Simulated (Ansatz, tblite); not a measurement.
Cost and result up the ladder for the cluster Li3Cl2 (5 atoms). Total charge 0; doublet. Geometry: PBE0-D4/def2-TZVP.

```csv
atom,x (Å),y (Å),z (Å)
Li1,-0.1844,1.9110,0.7717
Li2,-0.7154,0.4995,-1.8761
Li3,0.4498,-1.2053,0.5523
Cl4,-0.1350,-1.5591,-1.5182
Cl5,0.5851,0.3540,2.0704
```

Ansatz on 4 threads of Arm Neoverse V1 on a shared host; xTB runs through tblite on one thread. Times are rough, summed over both states, and most runs start from the orbitals of an earlier one. CCSD(T)/def2-TZVPP serves as the yardstick here, not as an exact answer. Differences are given only for rows in sets of like size (and for xTB, whose basis is part of the method), since another set adds its own error. The other state is a quartet at its own geometry, which has other bonds, so the gap mixes isomer and spin.

The xTB rows come from tblite. LC-ωPBE has ω = 0.4 bohr⁻¹. HSE06 is defined as in plane-wave codes, on full-range PBE exchange. Correlated methods freeze 10 core orbitals; core or outer-core shells of Li are correlated, in sets that lack core-valence functions. In the quartet, Cl4 and Cl5 lie 2.59 Å apart (atoms count from 1), so these atoms are partly bonded to each other. The structure comes from a short search, and lower isomers may exist.

Correlated methods converge slowly with the basis.

xTB has no spin-polarisation term.

```csv
level,functions,wall time,quartet − doublet (eV),difference from CCSD(T)/def2-TZVPP (eV)
GFN1-xTB,30,0.007 s,3.95,-1.46
GFN2-xTB,30,0.008 s,5.04,-0.37
HF/STO-3G,33,0.2 s,5.61,–
MP2/def2-TZVP,116,1.4 s,5.52,0.11
PBE-D4/def2-TZVP,116,2.6 s,4.87,-0.54
BHLYP-D4/def2-TZVP,116,3.3 s,5.45,0.04
CAM-B3LYP-D4/def2-TZVP,116,3.5 s,5.41,0.00
RPA@PBE/def2-TZVP,116,3.8 s,5.10,-0.31
HSE06-D4/def2-TZVP (with forces),116,3.8 s,5.08,-0.33
PBE0-D4/def2-TZVP,116,4.8 s,5.09,-0.32
LC-ωPBE/def2-TZVP,116,4.9 s,5.37,-0.04
r2SCAN-D4/def2-TZVP,116,6.6 s,5.01,-0.40
ωB97X-V/def2-TZVP,116,10 s,5.45,0.04
CCSD(T)/def2-TZVPP,141,67 s,5.41,0.00
```
